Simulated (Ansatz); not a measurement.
Mulliken charges of CCl$_{3}$F$_{3}$Sn (`F[C](F)(F)[Sn]([Cl])([Cl])[Cl]`) from PBE/def2-TZVPP in Ansatz (PBE0-D4/def2-TZVP geometry).

```csv
atom,x (Å),y (Å),z (Å),charge (e)
F1,-1.222,-1.655,0.410,-0.105
C2,-0.676,-0.524,0.856,0.267
F3,-1.660,0.294,1.228,-0.105
F4,0.057,-0.811,1.931,-0.105
Sn5,0.570,0.413,-0.709,0.892
Cl6,-0.727,0.935,-2.528,-0.281
Cl7,1.526,2.331,0.111,-0.281
Cl8,2.225,-1.039,-1.354,-0.281
```

**Question.** By hand: the dipole of these point charges (1 e Å = 4.8032 D).

**Answer.** Σ q r = (-0.225, -0.169, 0.281) e Å, of length 0.398 e Å = 1.91 D.

**Question.** How does the dipole of the full density compare? (Best estimate.)

**Answer.** Ansatz gave: (-0.063, -0.047, 0.077) e Å, 0.53 D; the point charges give 3.60 times that, at 1° from its direction.

Point charges leave out the atoms' own dipoles, such as those of lone pairs, and Mulliken's split depends on the basis, so the two needn't agree.
